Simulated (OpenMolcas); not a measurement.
Co2+: ligand-field states by method

Co2+ with 6 ligands (fluoride) in octahedral coordination (Oh) at 2.06 Å. A charge of +0.667 e stands 2.8 Å behind each ligand. Ligand basis ANO-RCC-VDZP.
```
Co    0.0000    0.0000    0.0000
F     2.0600    0.0000    0.0000
F     0.0000    2.0600    0.0000
F    -2.0600    0.0000    0.0000
F     0.0000   -2.0600    0.0000
F     0.0000    0.0000    2.0600
F     0.0000    0.0000   -2.0600
```

| Item | Value |
| --- | --- |
| Program | OpenMolcas |
| Basis | ANO-RCC-VTZP [6s5p3d2f1g] |
| Scalar Hamiltonian | DKH2, point nucleus |
| Active space | 7 electrons in 5 orbitals (3d) |
| State averaging | 2S+1 = 4 even, 10 roots; 2S+1 = 2 even, 40 roots |
| Spin-orbit coupling | state interaction with AMFI integrals over the reference wave functions |

I. CASSCF
II. SS-CASPT2, IPEA 0.25 Eh, imaginary shift 0.1 Eh (closed shells correlated: 3s 3p and the ligand valence shells)
III. SS-CASPT2, IPEA 0.5 Eh, imaginary shift 0.1 Eh (closed shells correlated: 3s 3p and the ligand valence shells)

Spin-free states (labels of O, the rotations of Oh) in cm-1, each column counted from its own energy of the first state listed:

| State | Degeneracy | I | II | III |
| --- | --- | --- | --- | --- |
| 4T1 | 3 | 0 | 0 | 0 |
| 4T2 | 3 | 5030 | 6700 | 6330 |
| 4A2 | 1 | 11041 | 13940 | 13530 |
| 2E | 2 | 16290 | 13590 | 12730 |
| 2T1 | 3 | 20102 | 17170 | 17260 |
| 2T2 | 3 | 20212 | 17370 | 17450 |
| 4T1 | 3 | 22425 | 19840 | 19880 |
| 2A1 | 1 | 23290 | 20940 | 21490 |
| 2T1 | 3 | 25777 | 20560 | 21060 |
| 2T2 | 3 | 27864 | 24580 | 25130 |
| 2T1 | 3 | 28150 | 26100 | 26310 |
| 2E | 2 | 30013 | 27500 | 27950 |
| 2E | 2 | 32691 | 30800 | 30880 |
| 2T2 | 3 | 32814 | 29850 | 30240 |
| 2T1 | 3 | 32857 | 31330 | 31410 |
| 2T2 | 3 | 46212 | 38810 | 39480 |
| 2T1 | 3 | 46672 | 40080 | 40720 |
| 2A2 | 1 | 47489 | 40660 | 41340 |
| 2E | 2 | 71237 | 61150 | 61460 |
| 2T2 | 3 | 71243 | 60620 | 61140 |

From I to II, I's first state of the same spin (4T2) moves from 5030 to 6700 cm-1, by about +1700 cm-1.

From I to II, I's first state of another spin (2E) moves from 16290 to 13590 cm-1, by about -2700 cm-1.

I: A least-squares ligand-field fit to the states below 45000 cm-1, each weighted by its degeneracy and with a free common offset, gives 10Dq = 5718 cm-1, B = 1221 cm-1 and C = 4497 cm-1 (C/B = 3.68), with an rms deviation of 94 cm-1. The same method and metal basis give the free ion B = 1229 cm-1 (fit to its terms below 60000 cm-1, rms deviation 20 cm-1), so the nephelauxetic ratio is β = 1221 / 1229 = 0.99; it hangs on how both fits weigh the states, and computed free-ion B values tend to be too large, so β mixes covalency with correlation.

χT at 300 K: I 3.68, II 3.60, III 3.61 cm3 K/mol.

Roots that are degenerate in the reference are averaged as groups; the widest CASPT2 spread within a group is 110 cm-1 (the 2-fold group of multiplicity 2 near 28000 cm-1 above the lowest state of its run, III). Shifts and gaps below about the spread of the groups concerned are not significant. Over all roots computed the reference weight is 0.70 to 0.71 in II, 0.70 to 0.71 in III; a low but even weight reflects the number of correlated electrons. An orbital triplet at a regular site is open to Jahn-Teller coupling, which can distort the site and quench the lowest spin-orbit gaps and is left out. Ligand-to-metal charge-transfer states are missing. Without dynamic correlation the repulsion within the d shell is too large (B by tens of per cent), so at a given field states of lower spin stand too high (holds for I). With no ligand orbital active B as a rule stays too high, so bands that hang on it stand too high and its fall with covalency is understated (holds for I). With metal d orbitals alone and no dynamic correlation the field as a rule comes out too small, by tens of per cent, by up to half for chloride and softer ligands, and with too little covalency χT stands high (holds for I). A single d shell leaves out the double-shell effect, which counts most for late 3d ions, where the CASPT2 field can be off either way by tens of per cent (holds for II; III). These CASPT2 states fit no ligand-field parameters well, so their order and spin gaps are uncertain (holds for II; III). For late 3d ions with one d shell CASPT2 can put B and the spin-flip bands somewhat low as well as high (holds for II; III). With one d shell and no ligand orbital active, 10Dq can be off by tens of per cent for divalent 3d ions, low with halides held by bare charges and at times high in hosts (holds for II; III). Free-ion shares, where given, are those of the reference states; single-state CASPT2 does not remix them (holds for II; III). No measured value stands beside these numbers; the geometry is a model, was not optimised and need not be the one that this ion takes.
